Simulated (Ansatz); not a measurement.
Ligand exchange: SiH3(CH3) + GaCl3 → SiH3Cl + Ga(CH3)Cl2

Species: SiH3(CH3), singlet; GaCl3 (gallium trichloride (monomer)) `[Cl][Ga]([Cl])[Cl]`, singlet; SiH3Cl (chlorosilane) `[SiH3]Cl`, singlet; Ga(CH3)Cl2, singlet. The partners trade CH3 for Cl: Si–CH3 and Ga–Cl bonds give way to Si–Cl and Ga–CH3.

Shapes, held fixed at every level: PBE0-D4/def2-TZVP. Programs: Ansatz 0.2.0. Electronic energies: no zero-point or thermal term.

(1) Estimate ΔE of this reaction.

Answers

(1) The highest level, CCSD(T)/def2-TZVPP, gives ΔE = +9.6 kJ/mol; the levels span +7.3 to +26.7. The column of differences is taken from that level and isn't an error. No measured value is set beside it here. Relativity is left out for Ga unless named. Correlated rows may include outer-core shells of Ga, which these sets cover unevenly.

```tsv
level	kind	ΔE (kJ/mol)	less CCSD(T)/def2-TZVPP
r2SCAN-D4/def2-TZVPP	meta-GGA	+9.3	-0.3
PBE0-D4/def2-TZVPP	global hybrid	+9.0	-0.6
wB97M-V/def2-TZVPP	range-separated hybrid	+7.3	-2.3
B2PLYP/def2-TZVPP	double hybrid	+7.8	-1.8
CCSD(T)/def2-SVP	coupled cluster or CI	+26.7	+17.1
CCSD/def2-SVP	coupled cluster or CI	+26.2	+16.6
CCSD(T)/def2-TZVPP	coupled cluster or CI	+9.6	0.0
```
